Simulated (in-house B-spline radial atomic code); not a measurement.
## Tc²⁺: [Kr] 4d5

Method: Dirac-Kohn-Sham BP86, spherical fractional occupations, Fermi nucleus of rms radius 4.41117 fm. Calculated with a B-spline radial code for spherical atoms.

Screening seen three ways: the hydrogenic charge with the same mean radius, Z_r = [3n² - l(l+1)]/(2<r>), the one with the same energy, Z_e = n√(-2ε), and Slater's rules. Values are occupation-weighted means over j. An effective charge above Z reflects the relativistic contraction of the inner shells.

```csv
shell,electrons,ε (eV),<r> (bohr),Z_r,Z_e,Slater
1s,2,-20879,0.03428,43.76,39.17,42.70
2s,2,-2992.1,0.1492,40.20,29.66,38.85
2p,6,-2681.6,0.1302,38.40,28.08,38.85
3s,2,-534.68,0.4152,32.52,18.81,31.75
3p,6,-432.46,0.4161,30.04,16.91,31.75
3d,10,-266.08,0.3991,26.31,13.27,21.85
4s,2,-89.683,1.057,22.70,10.27,15.25
4p,6,-61.712,1.171,19.65,8.52,15.25
4d,5,-22.603,1.617,12.99,5.16,5.60
```

The least bound orbital is 4d5/2 at -22.48 eV, and it is also the most diffuse (<r> = 1.623 bohr).

Spin-orbit splittings of the orbital energies (j = l + 1/2 above j = l - 1/2 when positive): 2p 118.3 eV, 3p 19.78 eV, 3d 3.802 eV, 4p 2.955 eV, 4d 0.3084 eV.

For the 1s electron the small component carries 2.46 % of the norm, the zero-frequency Breit interaction raises the level by 41.76 eV, self-energy by 22.95 eV, and vacuum polarisation lowers it by 2.696 eV.
